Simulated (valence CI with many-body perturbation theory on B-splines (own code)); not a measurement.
# E1 transitions of Ga24+

Computed by relativistic CI+MBPT: five valence electrons over a frozen Dirac-Fock core [He], radial functions for each j: 9 s, 9 p, 8 d, 6 f, 3 g, 1 h, with the one-electron correlation potential Σ1 (screened to all orders), the two-electron term Σ2, the three-electron term Σ3, Breit, model QED; selected single and double excitations, second order for the rest (own B-spline code, finite nucleus).

No measured levels were compared; by estimate levels of excited configurations hold to 0.05 to 0.15 % of their energy, terms of the ground configuration to about 0.5 %. Among the levels kept, up to 2000 cm⁻¹ of a level comes from second order outside the variational space, and about a tenth of that is noise between levels of different J, which matters for small intervals.

Lines 151 to 200 of 270 in falling wavelength, among levels below 110.14 Ry, chosen from the strongest by gf and those to the six lowest levels. Wavelengths and rates use the calculated energies, so an error of 900 cm⁻¹ moves a line at 0.9262 nm by 0.0083 % and its rate by three times that or more. Electric multipoles are in the length gauge, E1 and E2 with the static RPA response of the core. Weak lines are less certain than strong ones. Lines between different terms over intervals too small for the method are left out, as are lines whose strength nearly cancels. The highest levels of a list are the least certain.

Levels are named by their leading jj configuration (3d3/2^4 stands for four electrons in 3d with j = 3/2), which in mixed levels can hold well under half, so a name can repeat and another be missing. Letters in brackets count levels of one name in rising energy.

```csv
λ vac (nm),Upper,Lower,A (s⁻¹),S (a.u.) with core polarisation,S without
0.9262,(2s^2 2p1/2^2 3s) J=1/2,(2s^2 2p1/2^2 2p3/2) J=3/2,3.52e+12,2.76e-03,2.75e-03
0.9262,(2s^2 2p1/2 2p3/2 3s) J=1/2,(2s^2 2p1/2 2p3/2^2) J=3/2,5.07e+12,3.98e-03,3.96e-03
0.9210,(2s^2 2p1/2 2p3/2 3s) J=3/2 [b],(2s^2 2p1/2 2p3/2^2) J=3/2,9.48e+11,1.46e-03,1.46e-03
0.9185,(2s^2 2p3/2^2 3s) J=1/2,(2s^2 2p3/2^3) J=3/2,2.24e+12,1.71e-03,1.70e-03
0.9171,(2s 2p1/2^2 2p3/2 3s) J=3/2 [b],(2s 2p1/2^2 2p3/2^2) J=5/2,4.24e+11,6.46e-04,6.45e-04
0.9167,(2s 2p1/2 2p3/2^2 3s) J=5/2 [b],(2s 2p1/2 2p3/2^3) J=3/2 [a],6.63e+11,1.51e-03,1.51e-03
0.9165,(2s^2 2p3/2^2 3s) J=3/2,(2s^2 2p1/2 2p3/2^2) J=1/2,7.39e+10,1.12e-04,1.12e-04
0.9159,(2s 2p1/2 2p3/2^2 3s) J=5/2 [a],(2s 2p1/2^2 2p3/2^2) J=5/2,2.65e+12,6.04e-03,6.02e-03
0.9114,(2s^2 2p1/2 2p3/2 3s) J=3/2 [a],(2s^2 2p1/2^2 2p3/2) J=3/2,1.94e+12,2.90e-03,2.89e-03
0.9105,(2s 2p1/2 2p3/2^2 3s) J=7/2,(2s 2p1/2^2 2p3/2^2) J=5/2,3.70e+12,1.10e-02,1.10e-02
0.9097,(2s 2p1/2 2p3/2^2 3s) J=3/2,(2s 2p1/2^2 2p3/2^2) J=5/2,2.94e+11,4.37e-04,4.36e-04
0.9093,(2s^2 2p3/2^2 3s) J=5/2,(2s^2 2p1/2 2p3/2^2) J=5/2,2.26e+12,5.03e-03,5.01e-03
0.9086,(2s^2 2p1/2 2p3/2 3s) J=1/2,(2s^2 2p1/2^2 2p3/2) J=3/2,2.17e+11,1.61e-04,1.60e-04
0.9076,(2s^2 2p3/2^2 3s) J=3/2,(2s^2 2p1/2 2p3/2^2) J=5/2,8.19e+11,1.21e-03,1.20e-03
0.9061,(2s^2 2p1/2 2p3/2 3s) J=5/2,(2s^2 2p1/2^2 2p3/2) J=3/2,2.33e+12,5.13e-03,5.12e-03
0.9059,(2s^2 2p1/2^2 3d3/2) J=3/2,(2s^2 2p1/2 2p3/2^2) J=1/2,7.47e+10,1.10e-04,1.10e-04
0.9051,(2s^2 2p1/2 2p3/2 3d3/2) J=3/2 [a],(2s^2 2p3/2^3) J=3/2,5.38e+11,7.88e-04,7.89e-04
0.9045,(2s 2p1/2 2p3/2^2 3s) J=5/2 [b],(2s 2p1/2^2 2p3/2^2) J=5/2,2.61e+11,5.72e-04,5.69e-04
0.9043,(2s^2 2p1/2 2p3/2 3d3/2) J=5/2 [a],(2s^2 2p3/2^3) J=3/2,2.85e+10,6.24e-05,6.25e-05
0.9043,(2s^2 2p3/2^2 3s) J=1/2,(2s^2 2p1/2 2p3/2^2) J=1/2,2.68e+12,1.95e-03,1.95e-03
0.9041,(2s^2 2p1/2 2p3/2 3d3/2) J=1/2 [a],(2s^2 2p3/2^3) J=3/2,3.19e+11,2.33e-04,2.33e-04
0.9036,(2s^2 2p1/2 2p3/2 3s) J=3/2 [b],(2s^2 2p1/2^2 2p3/2) J=3/2,2.34e+11,3.41e-04,3.40e-04
0.9032,(2s^2 2p3/2^2 3s) J=5/2,(2s^2 2p1/2 2p3/2^2) J=3/2,1.48e+12,3.24e-03,3.23e-03
0.9016,(2s^2 2p3/2^2 3s) J=3/2,(2s^2 2p1/2 2p3/2^2) J=3/2,5.33e+11,7.71e-04,7.68e-04
0.9005,(2s^2 2p1/2 2p3/2 3d5/2) J=3/2 [a],(2s^2 2p3/2^3) J=3/2,1.96e+11,2.82e-04,2.83e-04
0.9005,(2s^2 2p1/2 2p3/2 3d5/2) J=5/2 [a],(2s^2 2p3/2^3) J=3/2,1.95e+11,4.21e-04,4.22e-04
0.8963,(2s^2 2p1/2 2p3/2 3d3/2) J=5/2 [b],(2s^2 2p3/2^3) J=3/2,8.28e+10,1.77e-04,1.77e-04
0.8943,(2s^2 2p1/2 2p3/2 3d3/2) J=1/2 [b],(2s^2 2p3/2^3) J=3/2,2.00e+11,1.41e-04,1.41e-04
0.8936,(2s^2 2p1/2^2 3d5/2) J=5/2,(2s^2 2p1/2 2p3/2^2) J=5/2,1.83e+11,3.87e-04,3.87e-04
0.8924,(2s^2 2p1/2 2p3/2 3d5/2) J=1/2,(2s^2 2p3/2^3) J=3/2,1.87e+12,1.31e-03,1.32e-03
0.8917,(2s^2 2p1/2 2p3/2 3d5/2) J=5/2 [b],(2s^2 2p3/2^3) J=3/2,5.29e+10,1.11e-04,1.11e-04
0.8913,(2s^2 2p1/2^2 3d3/2) J=3/2,(2s^2 2p1/2 2p3/2^2) J=3/2,1.06e+12,1.48e-03,1.49e-03
0.8913,(2s^2 2p1/2 2p3/2 3d3/2) J=3/2 [a],(2s^2 2p1/2 2p3/2^2) J=1/2,1.07e+12,1.50e-03,1.50e-03
0.8912,(2s^2 2p1/2 2p3/2 3d5/2) J=3/2 [b],(2s^2 2p3/2^3) J=3/2,9.07e+11,1.27e-03,1.27e-03
0.8903,(2s^2 2p1/2 2p3/2 3d3/2) J=1/2 [a],(2s^2 2p1/2 2p3/2^2) J=1/2,1.19e+12,8.31e-04,8.32e-04
0.8878,(2s^2 2p1/2^2 3d5/2) J=5/2,(2s^2 2p1/2 2p3/2^2) J=3/2,9.21e+11,1.91e-03,1.91e-03
0.8869,(2s^2 2p1/2 2p3/2 3d5/2) J=3/2 [a],(2s^2 2p1/2 2p3/2^2) J=1/2,1.25e+12,1.72e-03,1.73e-03
0.8865,(2s^2 2p3/2^2 3s) J=5/2,(2s^2 2p1/2^2 2p3/2) J=3/2,7.22e+10,1.49e-04,1.49e-04
0.8828,(2s^2 2p1/2 2p3/2 3d3/2) J=3/2 [a],(2s^2 2p1/2 2p3/2^2) J=5/2,1.54e+12,2.09e-03,2.09e-03
0.8820,(2s^2 2p1/2 2p3/2 3d3/2) J=5/2 [a],(2s^2 2p1/2 2p3/2^2) J=5/2,2.40e+11,4.88e-04,4.89e-04
0.8819,(2s^2 2p1/2 2p3/2 3d5/2) J=7/2 [a],(2s^2 2p1/2 2p3/2^2) J=5/2,9.77e+11,2.65e-03,2.65e-03
0.8816,(2s^2 2p1/2 2p3/2 3d3/2) J=3/2 [b],(2s^2 2p1/2 2p3/2^2) J=1/2,2.28e+11,3.08e-04,3.09e-04
0.8808,(2s^2 2p1/2 2p3/2 3d3/2) J=1/2 [b],(2s^2 2p1/2 2p3/2^2) J=1/2,7.19e+11,4.85e-04,4.85e-04
0.8789,(2s^2 2p1/2 2p3/2 3d5/2) J=1/2,(2s^2 2p1/2 2p3/2^2) J=1/2,2.64e+13,1.77e-02,1.77e-02
0.8785,(2s^2 2p1/2 2p3/2 3d3/2) J=7/2,(2s^2 2p1/2 2p3/2^2) J=5/2,8.06e+10,2.16e-04,2.16e-04
0.8784,(2s^2 2p1/2 2p3/2 3d5/2) J=3/2 [a],(2s^2 2p1/2 2p3/2^2) J=5/2,1.54e+11,2.06e-04,2.06e-04
0.8784,(2s^2 2p1/2 2p3/2 3d5/2) J=5/2 [a],(2s^2 2p1/2 2p3/2^2) J=5/2,1.44e+12,2.90e-03,2.90e-03
0.8782,(2s^2 2p3/2^2 3d3/2) J=3/2,(2s^2 2p3/2^3) J=3/2,7.26e+11,9.70e-04,9.72e-04
0.8779,(2s^2 2p3/2^2 3d3/2) J=5/2,(2s^2 2p3/2^3) J=3/2,1.26e+12,2.53e-03,2.53e-03
0.8778,(2s^2 2p1/2 2p3/2 3d5/2) J=3/2 [b],(2s^2 2p1/2 2p3/2^2) J=1/2,2.57e+13,3.44e-02,3.44e-02
```
